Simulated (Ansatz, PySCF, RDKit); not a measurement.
Noncovalent pair: SiH4 (SMILES [SiH4]) (first 5 atoms) with N2 (SMILES N#N); geometry from B3LYP-D3(BJ)/def2-TZVP, rigid monomers moved along the line of their centres of mass till Si1···N7 is 3.18 Å.
(charge 0, multiplicity 1):
```xyz
7

Si     0.08240     0.14868    -0.18989
H      0.40019     0.40687    -1.61321
H      0.25771     1.39730     0.58513
H      0.99601    -0.89068     0.33497
H     -1.31754    -0.31567    -0.07436
N      0.00244    -0.32274     3.94294
N     -0.36782    -0.33537     2.91703
```

Monomers are frozen at their geometry in the pair; levels with a basis set take the counterpoise correction. RDKit's UFF carries no charges.

Codes used: Ansatz (Gaussian orbitals); PySCF for the dispersion terms; RDKit for the force fields. Each number belongs to the level named beside it.

### Question
One of these levels gives 3.1 kJ/mol for the interaction energy. Which one is it?
(A) UFF
(B) B3LYP-D3(BJ)/def2-TZVPPD
(C) PBE/def2-TZVPPD

### Answer
A, UFF. The others give 1.8 (PBE/def2-TZVPPD), -1.1 (B3LYP-D3(BJ)/def2-TZVPPD)

Ansatz is an electronic-structure program.
